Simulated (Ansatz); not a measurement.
Reaction (ligand exchange at the Si–C bond): `O=CC(O)[SiH3]` + `C=C(N)S` → `C=C(N)S[SiH3]` + `O=CCO`

Computed with Ansatz on PBE0-D4/def2-TZVP structures; ΔE is electronic, products minus reactants. CCSD(T)/CBS adds triple-zeta CCSD(T) − MP2 to the extrapolated MP2 energy (def2 sets, frozen cores). DFT in def2-TZVPP. Each species was taken in one conformer, which may not be the lowest.

`O=CC(O)[SiH3]`:

Z-matrix (Å, degrees):
```
C
C 1 1.484
Si 1 1.918 2 110.6
O 1 1.399 2 111.7 3 -121.0
H 1 1.102 2 107.6 3 116.4
O 2 1.207 1 121.5 3 114.8
H 2 1.107 1 116.8 3 -64.5
H 3 1.481 1 107.5 2 179.7
H 3 1.488 1 109.9 2 60.3
H 3 1.483 1 108.7 2 -60.3
H 4 0.971 1 105.2 2 3.0
```

`C=C(N)S`:

```xyz
9

C     0.384   -1.055    0.405
C    -0.168    0.085   -0.017
N     0.064    1.336    0.527
S    -1.403    0.182   -1.281
H     1.175   -1.039    1.145
H     0.042   -2.016    0.048
H     0.161    2.083   -0.144
H     0.771    1.355    1.245
H    -1.026   -0.930   -1.928
```

`C=C(N)S[SiH3]`:

Z-matrix (Å, degrees):
```
Si
S 1 2.145
H 1 1.483 2 110.7
H 1 1.485 2 113.1 3 -123.9
H 1 1.485 2 103.7 3 118.6
C 2 1.773 1 99.1 3 50.1
N 6 1.388 2 114.1 1 45.0
C 6 1.333 2 120.4 1 -133.0
H 7 1.009 6 114.4 2 44.0
H 7 1.010 6 114.2 2 175.4
H 8 1.080 6 120.9 2 6.6
H 8 1.084 6 120.7 2 -174.2
```

`O=CCO`:

Z-matrix (Å, degrees):
```
C
C 1 1.497
O 1 1.387 2 112.2
H 1 1.102 2 107.6 3 -123.1
H 1 1.102 2 107.5 3 123.1
O 2 1.203 1 121.7 3 -0.0
H 2 1.108 1 116.7 3 180.0
H 3 0.969 1 105.9 2 0.1
```

| species | PBE0-D4 energy (Eh) |
| --- | --- |
| `O=CC(O)[SiH3]` | -519.46923 |
| `C=C(N)S` | -531.91461 |
| `C=C(N)S[SiH3]` | -822.51989 |
| `O=CCO` | -228.89123 |

Q: Work out ΔE.

A: ΔE = (-822.51989) + (-228.89123) − (-519.46923) − (-531.91461) = -0.02728 Eh = -0.74 eV. CCSD(T)/CBS gives -0.74 eV.

Q: What do rigid-rotor, harmonic-oscillator terms from PBE0-D4/def2-TZVP frequencies (298.15 K, 1 bar) make of the CCSD(T)/CBS value? (An estimate is asked.)

A: Ansatz gave: ΔZPE = +0.08 eV, ΔH = -0.66 eV, ΔS = -1 J/(mol·K), ΔG = -0.66 eV.

Largest T1 diagnostic among the species: 0.015.

From BLYP to BHLYP (50 % exact exchange), in def2-TZVPP and without D4, ΔE moves by −0.10 eV. Leaving LDA and LC-ωPBE aside and taking each functional with its dispersion term where it has one, the values, not all of them listed here, spread over 0.10 eV, from BHLYP-D4 to BLYP-D4. LDA lies +0.04 eV from PBE without D4. In def2-TZVPP, CCSD(T) changes the Hartree–Fock value by +0.07 eV (the triples alone add +0.01 eV) and MP2 by +0.04 eV.
